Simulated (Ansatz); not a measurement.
Ansatz (an electronic-structure program) input (wB97X-V/def2-TZVPD):

Ansatz 0.2 input:
```yaml
crystal:
  periodic: [false, false, false]
  atoms:
    - {symbol: C, position_ang: [3.80702351, -0.02839227, 0.10891622]}
    - {symbol: C, position_ang: [2.45837316, -0.73759449, 0.02791566]}
    - {symbol: C, position_ang: [1.27374225, 0.22492624, 0.05341613]}
    - {symbol: C, position_ang: [-0.08044345, -0.47451828, -0.02741992]}
    - {symbol: C, position_ang: [-1.26262475, 0.49111252, 0.00368791]}
    - {symbol: C, position_ang: [-2.60624614, -0.21670731, -0.08722804]}
    - {symbol: O, position_ang: [-3.71536734, 0.67246339, 0.00002158]}
    - {symbol: H, position_ang: [3.93929423, 0.66077335, -0.72873470]}
    - {symbol: H, position_ang: [3.88994093, 0.55346456, 1.03010034]}
    - {symbol: H, position_ang: [4.63513890, -0.73914894, 0.08875385]}
    - {symbol: H, position_ang: [2.41417030, -1.33797575, -0.88669226]}
    - {symbol: H, position_ang: [2.36515229, -1.44398977, 0.85924832]}
    - {symbol: H, position_ang: [1.36588700, 0.93279379, -0.77808386]}
    - {symbol: H, position_ang: [1.31626238, 0.82595316, 0.96854422]}
    - {symbol: H, position_ang: [-0.17033490, -1.18262870, 0.80369389]}
    - {symbol: H, position_ang: [-0.12209875, -1.07453983, -0.94326844]}
    - {symbol: H, position_ang: [-1.24037549, 1.08333189, 0.92307309]}
    - {symbol: H, position_ang: [-1.17434974, 1.20044773, -0.82847964]}
    - {symbol: H, position_ang: [-2.72407719, -0.90881372, 0.74868731]}
    - {symbol: H, position_ang: [-2.65646370, -0.80925102, -1.01054233]}
    - {symbol: H, position_ang: [-3.65415528, 1.30691783, -0.72220008]}
basis:
  gaussian:
    orbitals: def2-TZVPD
hamiltonian:
  xc: {name: wB97X-V}
magnetization: {spin_polarized: true, initial_magnetization: 2}
```

Output:

```
Functional definition: wB97X-V
integrals: 0.63 GiB planned
1942 factors; their error is unknown
integrals: 0.68 GiB planned
810 factors; integrals over basis functions are off by at most 9.2e-6 eV
0.62 GiB of the device are held for the grids
3.69 GiB of device memory are held for the factors and their scratch space
mean field: 5.19 GiB planned
mean field evaluation 1: about -8481.9786 eV, gradient 4.1e1 eV
mean field evaluation 2: about -8486.1935 eV, gradient 3.4e1 eV
mean field evaluation 4: about -8491.5762 eV, gradient 4.5e0 eV
mean field evaluation 8: about -8491.9636 eV, gradient 2.5e-1 eV
mean field evaluation 16: about -8491.9228 eV, gradient 1.2e-2 eV
mean field evaluation 32: about -8491.7759 eV, gradient 1.9e0 eV
mean field -8491.92282842 eV, -312.0724079124 hartree, gradient 5.2e-5 eV, S^2 2.004610; 2 other end points of the search recorded, 0 dependent functions left out
reference -8491.92282929 eV, -312.0724079445 hartree; 30, 28 occupied and 358, 360 virtual orbitals, 1942 factors
Total energy: -8491.92282929 eV, -312.0724079445 hartree
```

This state (charge 0, triplet) is run at the relaxed geometry of the species with charge 0 and multiplicity 1, and is a spin state other than that species' own.
